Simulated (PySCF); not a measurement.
Assigning NMR signals

Bonds (- single, = double, # triple, : aromatic): O1=C2, C2-O3, C2-C4, C4=C5, C5-C6, C6-Cl7, C6-Si8, Si8-Si9. O3 carries H10; C4 carries H11; C5 carries H12; C6 carries H13; Si8 carries H14, H15; Si9 carries H16, H17, H18. Stereochemistry as in O=C(O)/C=C\[C@H](Cl)[SiH2][SiH3]. H14 is pro-R; H15 is pro-S.

[PySCF: σ from GIAO-PBE0/pcSseg-1; GFN2-xTB geometry; averaged over atoms made equivalent by symmetry, fast rotation or ring inversion; gas phase; one computed conformer; relativity neglected]

Shifts are taken against calculated references (same method and geometry level): 13C (σref 186.93) and 1H (σref 31.72) vs TMS.

(1) Assign these signals to the numbered atoms. 13C{1H} NMR (computed): δ 179.1, 175.8, 114.3, 53.1.

(2) Assign these signals to the numbered atoms. 1H NMR (400 MHz, computed): δ 7.81 (m, 1H), 6.31 (br s, 1H), 5.80 (d, 1H), 4.75 (m, 1H), 4.43 (m, 1H), 3.87 (m, 1H), 3.69 (m, 3H).

## Answers

(1) 
179.1 → C5, β carbon of a C=C–C=O unit: conjugation with the carbonyl draws π density from the β position
175.8 → C2, carboxylic acid carbon: it is a carbonyl in resonance with an O or N lone pair, the region of acids, esters and amides
114.3 → C4, α carbon of a C=C–C=O unit: an sp2 carbon of a C=C bond
53.1 → C6, allylic sp3 CH bonded to Cl and Si: pulled downfield by the heteroatom

(2) 
```tsv
δ (ppm)	atoms	environment	reason
7.81	H12	hydrogen on a β carbon of a C=C–C=O unit	attached to an sp2 carbon and in the plane of the double bond
6.31	H10	hydrogen on an acid hydroxyl oxygen	exchangeable, gas-phase position
5.80	H11	hydrogen on an α carbon of a C=C–C=O unit	a vinylic proton, deshielded by the sp2 carbon and the C=C anisotropy
4.75	H13	hydrogen on an allylic sp3 CH bonded to Cl and Si	its carbon carries Cl, which withdraws density
4.43	H14	hydrogen on a silicon bonded to C, Si	–
3.87	H15	hydrogen on a silicon bonded to C, Si	–
3.69	H16/H17/H18	hydrogen on a silicon bonded to Si	–
```

Exchangeable OH/NH protons stand at their gas-phase positions; hydrogen bonding in a real sample shifts them, mostly to higher δ. Carbons that carry Cl, above all several Cl atoms, come out too deshielded, partly because spin–orbit coupling is missing. Shifts are as computed. Against solution values, carbons near 30 ppm lie about +3 ppm off and those near 130 ppm about +5 ppm; carbons on Cl a further +6 ppm. Of 1211 compounds with measured shifts, 218 miss one by over three times the rms of a fit or turn the order of signals round; such compounds aren't used in these exercises. Hydrogen bonding in solution deshields acid and N–H amide carbonyl carbons by as much as 10 ppm beyond these values. Multiplicities follow the n + 1 count of equivalent neighbours, as no J values were calculated; m marks all less simple cases, F and P coupling included.
